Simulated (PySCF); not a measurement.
PySCF 2.14 output of an unrestricted MN15 calculation on a single atom or ion in aug-cc-pVDZ, with the non-relativistic Hamiltonian (point nucleus):

```
SCF conv_tol = 1e-09
number electrons alpha = 15  beta = 11
    H. S. Yu, X. He, S. L. Li, and D. G. Truhlar.,  Chem. Sci. 7, 5032-5051 (2016)
    H. S. Yu, X. He, S. L. Li, and D. G. Truhlar.,  Chem. Sci. 7, 5032-5051 (2016)
cycle= 1 E= -1263.78365471544  delta_E= -0.0154  |g|= 0.0723  |ddm|= 0.583
cycle= 2 E= -1263.78313516044  delta_E= 0.00052  |g|= 0.0894  |ddm|= 0.332
cycle= 3 E= -1263.78516331054  delta_E= -0.00203  |g|= 0.00325  |ddm|= 0.182
cycle= 4 E= -1263.78522416661  delta_E= -6.09e-05  |g|= 0.00211  |ddm|= 0.0276
cycle= 5 E= -1263.78528087612  delta_E= -5.67e-05  |g|= 0.00209  |ddm|= 0.0222
cycle= 6 E= -1263.78544181662  delta_E= -0.000161  |g|= 0.00252  |ddm|= 0.065
cycle= 7 E= -1263.78566192098  delta_E= -0.00022  |g|= 0.00534  |ddm|= 0.106
cycle= 8 E= -1263.7854850778  delta_E= 0.000177  |g|= 0.00396  |ddm|= 0.0858
cycle= 9 E= -1263.78562247523  delta_E= -0.000137  |g|= 0.0242  |ddm|= 0.352
cycle= 10 E= -1263.78563916571  delta_E= -1.67e-05  |g|= 0.0238  |ddm|= 0.00727
cycle= 11 E= -1263.78568614983  delta_E= -4.7e-05  |g|= 0.0217  |ddm|= 0.0121
cycle= 12 E= -1263.78587167837  delta_E= -0.000186  |g|= 0.00416  |ddm|= 0.0354
cycle= 13 E= -1263.78588217121  delta_E= -1.05e-05  |g|= 0.000891  |ddm|= 0.0201
cycle= 14 E= -1263.78588260482  delta_E= -4.34e-07  |g|= 6.62e-05  |ddm|= 0.00493
cycle= 15 E= -1263.78588260679  delta_E= -1.97e-09  |g|= 4.03e-05  |ddm|= 0.000701
cycle= 16 E= -1263.78588260772  delta_E= -9.31e-10  |g|= 1.52e-05  |ddm|= 0.000356
converged SCF energy = -1263.78588260772  <S^2> = 6.0085135  2S+1 = 5.0034042
```

The run itself started from symmetry-adapted Hartree-Fock orbitals and held the occupation by maximum overlap, on a logarithmic radial grid, so the iterations belong to that start.

**Question.** Which element, charge and spin multiplicity is this?

**Answer.** Fe (iron, neutral), multiplicity 5; the state was [Ar] 3d6 4s2, high-spin 5D determinant.
